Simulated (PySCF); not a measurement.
Si(OAc)2(OH)(OMe), SMILES CO[Si](O)(OC(C)=O)OC(C)=O (C5H10O6Si) at its GFN2-xTB optimised geometry (Å):

```
22

C     -2.4366     1.3834    -1.0632
O     -2.2757     0.4649     0.0000
Si    -1.5791    -0.9766     0.0000
O     -2.0401    -1.6606     1.3767
O     -2.0843    -1.7848    -1.3544
C     -1.4209    -2.7062    -2.0617
C     -2.0172    -2.8969    -3.4249
O     -0.4590    -3.2866    -1.6393
O      0.0817    -0.9766     0.0000
C      0.8233    -0.7449    -1.0887
C      2.2143    -1.2800    -0.9534
O      0.3829    -0.1804    -2.0539
H     -2.6072     2.3621    -0.6157
H     -1.5500     1.4113    -1.6975
H     -3.2998     1.0981    -1.6660
H     -1.4411    -2.2361     1.8468
H     -1.7445    -2.0359    -4.0330
H     -1.6245    -3.8005    -3.8810
H     -3.1004    -2.9369    -3.3537
H      2.1543    -2.3621    -1.0633
H      2.6072    -1.0554     0.0339
H      2.8524    -0.8703    -1.7303
```

Level of theory: B3LYP/def2-SVP in PySCF.

Map of the electrostatic potential (hartree/e), clipped to [-0.08, 0.12] on the plane z = 0.6 Å:

```
|3333333333333333333333333333333|
|3333333333333333333333333333333|
|3333333333333333333333333333333|
|3333333333333333333333333333333|
|3333333333333333333333333333333|
|3333333333333333333333333333333|
|3333333333333333333333333333333|
|3333333333333333333333333333333|
|2222333333222233333333333333333|
|2222222222222223333333333333333|
|2222222221122223333333333333333|
|2222111121112222333333333333333|
|2221101475212223333333333333333|
|2211001999633332233333333333333|
|2211002999976533223334444433333|
|2211002999999853223344444443333|
|2221113999999998533345665444333|
|2222235999999999963346998544333|
|2222236999999999983347999644333|
|2222236999999999952346999644333|
|2222224999999996422345676543333|
|2222112599999953212334444443333|
|2222111257998643222333444333333|
|2222211234566543222333333333333|
|2222222223454433222333333333333|
|2222222233344333222333333333333|
|2222222233333332222333333333333|
|2222223333333322222333333333333|
|3333333333333322222333333333333|
|3333333333333222222333333333333|
|3333333333333222222333333333333|
```
Scale: ten equal steps from -0.058 (start of '0') to 0.120 (end of '9'), in the order '0123456789'; x runs from -5.00 to 5.00, y from -5.00 (bottom) to 5.00 (top).
